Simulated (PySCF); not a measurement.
**Working out the ionisation energy of Mn**

Mn [Ar] 3d5 4s2 (6S) → Mn⁺ [Ar] 3d5 4s1 (7S). Computed with PySCF 2.14 in def2-SVP, with no relativity, point nucleus. Frozen: [Ar]. Energies in hartree (1 hartree = 27.21139 eV):

```json
{"part": "UHF", "Mn (lower)": "-1149.697283", "Mn⁺ (upper)": "-1149.478460"}
{"part": "MP2 opposite-spin", "Mn (lower)": "-0.023411", "Mn⁺ (upper)": "0.000000"}
{"part": "MP2 same-spin", "Mn (lower)": "-0.048065", "Mn⁺ (upper)": "-0.047646"}
```

Question: What does Hartree-Fock give?

Answer: (-1149.478460) − (-1149.697283) = 0.218823 hartree = 5.954 eV.

Question: What do MP2 and SCS-MP2 (6/5 opposite-spin, 1/3 same-spin) give?

Answer: The opposite-spin parts differ by 0.637 eV and the same-spin parts by 0.011 eV. MP2: 5.954 + (0.637) + (0.011) = 6.602 eV. SCS-MP2: 5.954 + 1.2 × (0.637) + (0.011)/3 = 6.722 eV.

Measured between the centres of the two terms (NIST): 7.434 eV, so MP2 (valence) is off by -0.832 eV.

The calculation is non-relativistic.

A double-zeta basis recovers only part of the correlation energy.

What remains against the reference includes basis incompleteness, the frozen core and correlation beyond second order.
